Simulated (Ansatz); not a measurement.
A structure relaxed at PBE0-D4/def2-TZVP, charge 0, multiplicity 1:

| atom | x (Å) | y (Å) | z (Å) |
| --- | --- | --- | --- |
| O1 | 0.363 | -0.371 | -1.647 |
| Ti2 | 0.164 | -0.250 | 0.089 |
| F3 | 1.642 | 0.183 | 0.915 |
| S4 | -1.354 | 1.420 | 0.374 |
| Cl5 | -0.596 | -2.124 | 0.948 |
| H6 | 0.955 | -0.248 | -2.390 |
| H7 | -1.174 | 1.390 | 1.710 |

(1) Give its formula and SMILES.

(2) Summarise the bond lengths by kind.

## Answers

(1) ClFH2OSTi, `[OH][Ti]([F])([SH])[Cl]`.

(2) 1 × O–Ti 1.752 Å; 1 × H–O 0.958 Å; 1 × F–Ti 1.748 Å; 1 × S–Ti 2.276 Å; 1 × Cl–Ti 2.197 Å; 1 × H–S 1.348 Å.

All numbers were calculated with Ansatz.
